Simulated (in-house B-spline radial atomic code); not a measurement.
# RPA and G0W0 on LC-wPBE: the sulfur ion S⁺

Configuration [Ne] 3s2 3p3, highest spin, mean-field start LC-wPBE. Computed with an all-electron radial atomic-structure program (B-spline basis): all electrons, non-relativistic, point nucleus, each spin shell either full or empty, empty states to l = 9 with an (l + 1/2)⁻⁴ tail; G0W0 by contour deformation at full frequency.

Command:
```bash
python run_gw.py task.json out
```
Settings (radii: box in bohr, nucleus in fm):
```
Z                        16
electrons                15
configuration            [Ne] 3s2 3p3
hamiltonian              nr
method                   lc_wpbe
lmax                     9
spin_polarised           True
box_radius               23.78
intervals                50
```

Cost of the run: 2.2 s on 1 thread of Arm Neoverse N1, with other jobs on the host.

Energies (hartree):

```json
{"term": "mean-field total", "value": "-397.62663"}
{"term": "Hartree-Fock functional on these orbitals", "value": "-397.16424"}
{"term": "direct second order", "value": "-0.92287"}
{"term": "second-order exchange", "value": "0.33599"}
{"term": "SOSEX correction", "value": "0.30862"}
```

Question: What is the RPA correlation energy, and what remains with SOSEX?

Answer: RPA gives -0.82132 hartree (-1.49 eV per electron); RPA + SOSEX gives -0.5127, and the second-order doubles -0.58689 hartree (no singles). RPA lacks exchange-type terms and so overcorrelates at short range.

Quasi-particle levels (eV):

```
  level  occupied  mean field  Σx - vxc     Σc  QP weight     G0W0
  3p up       yes     -22.478     -0.85      ?          ?        ?
3s down       yes     -29.697      0.75  -1.76      0.942   -30.71
3p down        no     -10.642      2.68  -2.29      0.948  -10.257
```

G0W0 = mean field + (Σx - vxc) + Σc, with Σc (partial-wave tail included) taken at the quasi-particle energy. Only the outer levels were computed. Levels of low weight are left out.

Question: Where does G0W0 put 3p up?

Answer: At -23.615 eV, with Σc = -0.29 eV and a quasi-particle weight of 0.945. The tabulated removal energy is 23.338 eV (NIST, measured); the calculation leaves out relativity, Breit and QED terms, and what these don't explain is the method's own error.
